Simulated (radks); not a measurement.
Trend from Rb to Xe: ionisation energy by Delta-SCF between NIST ground configurations, and size. All-electron calculation, Dirac Kohn-Sham, LDA (Slater exchange, Perdew-Wang correlation), spin-unpolarised, spherical densities, finite nucleus; open shells fill j = l - 1/2 first; Fermi nuclear charge, rms radius of each element as measured or else 0.836 A^(1/3) + 0.57 fm. Program: a radial shooting solver on a logarithmic mesh with Libxc functionals.

species      configuration  IE (eV)  NIST (eV)  kind  outermost  <r> outermost (bohr)  r at 0.001 e/bohr^3 (bohr)
Rb                [Kr] 5s1    4.274      4.177  exp.      5s1/2                  5.12                        4.55
Sr                [Kr] 5s2    6.058      5.695  exp.      5s1/2                  4.27                        5.23
Zr            [Kr] 4d2 5s2    7.330      6.634  exp.      5s1/2                  3.70                        5.07
Nb            [Kr] 4d4 5s1    6.879      6.759  exp.      5s1/2                  3.69                        4.82
Mo            [Kr] 4d5 5s1    7.155      7.092  exp.      5s1/2                  3.55                        4.70
Tc            [Kr] 4d5 5s2    8.405      7.119  exp.      5s1/2                  3.28                        4.74
Ru            [Kr] 4d7 5s1    7.594      7.361  exp.      5s1/2                  3.34                        4.50
Rh            [Kr] 4d8 5s1    7.776      7.459  exp.      5s1/2                  3.26                        4.41
Pd               [Kr] 4d10    9.198      8.337  exp.      4d5/2                  1.61                        4.08
Ag           [Kr] 4d10 5s1    8.097      7.576  exp.      5s1/2                  3.11                        4.25
Cd           [Kr] 4d10 5s2    9.623      8.994  exp.      5s1/2                  2.87                        4.37
In       [Kr] 4d10 5s2 5p1    5.810      5.786  exp.      5p1/2                  3.57                        4.60
Sn       [Kr] 4d10 5s2 5p2    7.324      7.344  exp.      5p1/2                  3.14                        4.68
Sb       [Kr] 4d10 5s2 5p3    8.147      8.608  exp.      5p3/2                  2.97                        4.67
Te       [Kr] 4d10 5s2 5p4    9.522      9.010  exp.      5p3/2                  2.72                        4.61
I        [Kr] 4d10 5s2 5p5   10.888     10.451  exp.      5p3/2                  2.52                        4.52
Xe                    [Xe]   12.258     12.130  exp.      5p3/2                  2.35                        4.42

Reference values: NIST Atomic Spectra Database (exp. = measured, semi-emp. = semi-empirical, theory = theoretical value adopted there). Spin polarisation and multiplet splitting are left out, so open shells lie too high by an amount that depends on their filling.

Beside tabulated values, note that spin-unpolarised runs miss the spin-polarisation part of the exchange energy of open shells.
